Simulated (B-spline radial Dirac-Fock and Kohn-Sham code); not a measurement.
L-shell conversion coefficients of Zr against transition energy

The computed values come from a radial B-spline solver: a Dirac-Hartree-Slater potential of the neutral atom with a Latter tail (no hole, which puts coefficients of high multipoles low close above an edge), finite nucleus with surface currents. Subshells within 1 keV of threshold and pair formation are left out.

| energy (keV) | E3 | E5 | M2 | M3 | M4 | M5 |
| --- | --- | --- | --- | --- | --- | --- |
| 16.1 | 138000 | 9.59e+08 | 632 | 93800 | 9.58e+06 | 7.73e+08 |
| 16.6 | 114000 | 7.62e+08 | 550 | 77800 | 7.69e+06 | 6.05e+08 |
| 20 | 37100 | 1.87e+08 | 237 | 25200 | 2.04e+06 | 1.37e+08 |
| 21.1 | 26900 | 1.24e+08 | 187 | 18300 | 1.40e+06 | 8.93e+07 |
| 23.6 | 13700 | 5.30e+07 | 113 | 9430 | 637000 | 3.68e+07 |
| 29 | 3960 | 1.09e+07 | 45.7 | 2840 | 153000 | 7.28e+06 |
| 30.7 | 2810 | 7.05e+06 | 35.7 | 2040 | 103000 | 4.66e+06 |
| 32.2 | 2110 | 4.88e+06 | 29.0 | 1560 | 74600 | 3.22e+06 |
| 46.9 | 226 | 268000 | 5.83 | 190 | 6020 | 180000 |
| 50 | 155 | 163000 | 4.46 | 134 | 3950 | 111000 |
| 63 | 40.2 | 27400 | 1.72 | 39.0 | 890 | 19800 |
| 72.4 | 18.1 | 9410 | 0.982 | 18.9 | 370 | 7130 |
| 72.5 | 18.0 | 9310 | 0.976 | 18.7 | 367 | 7060 |
| 95 | 3.92 | 1180 | 0.335 | 4.74 | 69.3 | 1020 |
| 100 | 2.95 | 801 | 0.275 | 3.67 | 50.8 | 708 |
| 118 | 1.20 | 231 | 0.146 | 1.63 | 19.0 | 224 |
| 136 | 0.562 | 80.3 | 0.0857 | 0.826 | 8.32 | 85.2 |
| 181 | 0.129 | 10.1 | 0.0303 | 0.220 | 1.67 | 12.9 |
| 182 | 0.126 | 9.68 | 0.0297 | 0.215 | 1.62 | 12.5 |
| 200 | 0.0787 | 4.97 | 0.0212 | 0.141 | 0.968 | 6.83 |
| 210 | 0.0620 | 3.53 | 0.0179 | 0.113 | 0.745 | 5.02 |
| 273 | 0.0179 | 0.596 | 0.00732 | 0.0368 | 0.190 | 1.01 |
| 500 | 0.00140 | 0.0155 | 0.00108 | 0.00345 | 0.0110 | 0.0355 |
| 847 | 0.000233 | 0.00125 | 0.000246 | 0.000576 | 0.00132 | 0.00302 |
| 954 | 0.000164 | 0.000776 | 0.000180 | 0.000398 | 0.000858 | 0.00184 |
| 1000 | 0.000144 | 0.000647 | 0.000159 | 0.000345 | 0.000726 | 0.00152 |
| 1040 | 0.000129 | 0.000558 | 0.000144 | 0.000307 | 0.000634 | 0.00130 |
| 2000 | 2.66e-05 | 6.91e-05 | 3.05e-05 | 5.15e-05 | 8.32e-05 | 0.000132 |

Task: How fast do they fall between 1000 and 2000 keV?

Result: As powers of the energy: E3 E^-2.43, E5 E^-3.23, M2 E^-2.38, M3 E^-2.74, M4 E^-3.13, M5 E^-3.53. Within one type (E or M) the higher multipoles fall faster.
